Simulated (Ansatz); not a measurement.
```yaml
crystal:
  periodic: [false, false, false]
  atoms:
    - {symbol: Cl, position_ang: [-2.417261, 1.771262, 0.014834]}
    - {symbol: Al, position_ang: [-0.447169, 1.085382, 0.289097]}
    - {symbol: O, position_ang: [0.394360, 0.708436, -1.219464]}
    - {symbol: P, position_ang: [0.468726, -0.853980, -1.513355]}
    - {symbol: Se, position_ang: [-0.625082, -1.553011, 0.477983]}
    - {symbol: H, position_ang: [0.413931, 1.596036, 1.499846]}
    - {symbol: H, position_ang: [1.736978, -1.208912, -0.941599]}
    - {symbol: D, position_ang: [0.567616, -1.602412, 1.336856]}
basis:
  gaussian: {orbitals: def2-TZVP}
hamiltonian: {xc: {name: wB97X-V}}
```

```sh
$ ansatz run in.yaml --threads 4 --pin off --events-out ev --progress --plain --max-ram 10444MiB
```

It prints (some lines left out):

```
Error: YAML parse error: error: line 11 column 16: `D` is not an element symbol (H … Og, case-exact)
 9 |     - {symbol: H, position_ang: [0.413931, 1.596036, 1.499846]}
10 |     - {symbol: H, position_ang: [1.736978, -1.208912, -0.941599]}
11 |     - {symbol: D, position_ang: [0.567616, -1.602412, 1.336856]}
12 | basis:
13 |   gaussian: {orbitals: def2-TZVP}
```

**Question.** Something in this input is off. What?

**Answer.** An element symbol is wrong. The program refused the input.
